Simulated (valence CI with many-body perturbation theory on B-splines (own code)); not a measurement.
Nb36+: one-electron terms

Level of theory: configuration interaction combined with many-body perturbation theory (CI+MBPT): three valence electrons over a frozen Dirac-Fock core [He], a basis of 11 s, 11 p, 10 d, 8 f, 5 g, 2 h functions for each j, with the one-electron correlation potential Σ1, the two-electron term Σ2, the three-electron term Σ3, Breit, model QED; selected CI, second order for the rest, scaled by the run's own slope (own B-spline code, finite nucleus).

The last digits are not significant, and no measured levels were compared; by estimate large intervals hold to a few tenths of a per cent, small ones and those within an open d or f shell to about a per cent.

These are the spectroscopic orbitals of the CI (the correlating ones are not listed), shaped by the core and the other valence electrons. h is the expectation value of the core's Dirac-Fock operator, without the valence repulsion; Σ1 is computed up to l = 3 at one energy for each symmetry, that of its lowest orbital but kept below the first core excitation, so for empty shells it is not the orbital's own correlation shift; Breit and QED include the response of the core.

```
Orbital  h (hartree)  Σ1 (cm⁻¹)  Breit (cm⁻¹)  QED (cm⁻¹)  ⟨r⟩ (bohr)
  2s1/2      -199.52      -1281         18249       18203      0.1484
  3s1/2      -87.477       -310          5123        5283      0.3418
  4s1/2      -48.801       -120          2057        2160      0.6181
  5s1/2      -31.069      -59.2          1032        1089      0.9749
  6s1/2      -21.497      -33.6           590         624       1.413
  7s1/2      -15.752      -20.9           369         391       1.931
  2p1/2      -196.42      -3070         36106        -656      0.1250
  3p1/2      -86.595       -677          9846        -213      0.3210
  4p1/2      -48.438       -258          3978       -89.8      0.5992
  5p1/2      -30.885       -127          1996       -45.8      0.9581
  6p1/2      -21.391      -71.5          1141       -26.4       1.398
  7p1/2      -15.685      -44.4           714       -16.6       1.918
  2p3/2      -192.16      -2650         14950        1164      0.1288
  3p3/2      -85.334       -584          4024         305      0.3264
  4p3/2      -47.908       -223          1723         123      0.6062
  5p3/2      -30.614       -109           865        61.8      0.9669
  6p3/2      -21.235      -61.9           495        35.3       1.409
  7p3/2      -15.587      -38.5           310        22.1       1.930
  3d3/2      -84.973       -272           351       -66.0      0.2771
  4d3/2      -47.755       -115           191       -23.9      0.5585
  5d3/2      -30.537      -58.9           102       -11.5      0.9208
  6d3/2       -21.19      -34.1          61.8        -6.4       1.364
  7d3/2      -15.559      -21.5          39.9        -4.0       1.887
  3d5/2      -84.587       -258           113         119      0.2789
  4d5/2      -47.593       -109          61.1        53.6      0.5608
  5d5/2      -30.453      -55.7          31.2        28.1      0.9235
  6d5/2      -21.142      -32.2          18.9        16.4       1.367
  7d5/2      -15.529      -20.3          12.2        10.4       1.891
  4f5/2      -47.555      -23.2           2.1       -20.2      0.4834
  5f5/2      -30.436      -13.0           1.7       -10.1      0.8469
  6f5/2      -21.132       -7.9           1.2        -5.7       1.292
  7f5/2      -15.523       -5.1           0.8        -3.6       1.817
  4f7/2      -47.476      -22.7           0.6        17.1      0.4847
  5f7/2      -30.395      -12.7           0.5         9.1      0.8483
  6f7/2      -21.109       -7.7           0.3         5.4       1.293
  7f7/2      -15.508       -5.0           0.2         3.4       1.818
  5g7/2      -30.389                      0.0        -6.3      0.7413
  6g7/2      -21.105                      0.0        -3.6       1.186
  7g7/2      -15.505                      0.0        -2.3       1.712
  5g9/2      -30.365                      0.0         5.1      0.7422
  6g9/2      -21.091                      0.0         2.9       1.187
  7g9/2      -15.496                      0.0         1.9       1.713
  6h9/2      -21.091                                            1.052
 6h11/2      -21.081                                            1.053
```

Among the shells of the start configuration 2s2 2p1, Σ1 is largest in size for 2p1/2, where it is 0.0071 % of h.

Lowest root of each symmetry, sizes in configuration state functions:

```csv
J,Parity,Roots,Reference,Variational,Second order,Change by selected CI (cm⁻¹),Change by second order (cm⁻¹)
1/2,even,29,82,15967,10836,-7417,0
3/2,even,36,120,25744,19049,-4874,-1
5/2,even,32,121,29501,31867,-7241,-1
7/2,even,15,89,23232,43778,-6578,-6
9/2,even,7,60,18032,29128,-11368,-3
11/2,even,2,26,8995,10593,-8832,-3
1/2,odd,27,80,15513,11892,-8285,0
3/2,odd,36,122,23388,24602,-8021,-1
5/2,odd,26,116,27687,33896,-13605,-1
7/2,odd,13,92,24181,31799,-9538,-2
9/2,odd,3,55,12497,25650,-6612,-4
11/2,odd,1,29,7837,12750,-12561,-3
```
